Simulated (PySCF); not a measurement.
In(H)2(Me) (CH5In), SMILES [CH3][InH2]. The structure is a stationary point at B3LYP-D3(BJ)/def2-TZVP. The def2 effective core potentials stand for the cores of In; spin–orbit coupling is left out.

Computed equilibrium geometry at B3LYP-D3(BJ)/def2-TZVP (PySCF confirms it by a frequency run) as a Z-matrix:
```
C
H 1 1.0885
H 1 1.0900 2 109.57
H 1 1.0919 2 108.66 3 117.64
In 1 2.1741 2 111.36 4 120.04
H 5 1.7371 1 120.84 2 -15.97
H 5 1.7378 6 119.28 1 179.47
```
Charge 0, spin multiplicity 1.
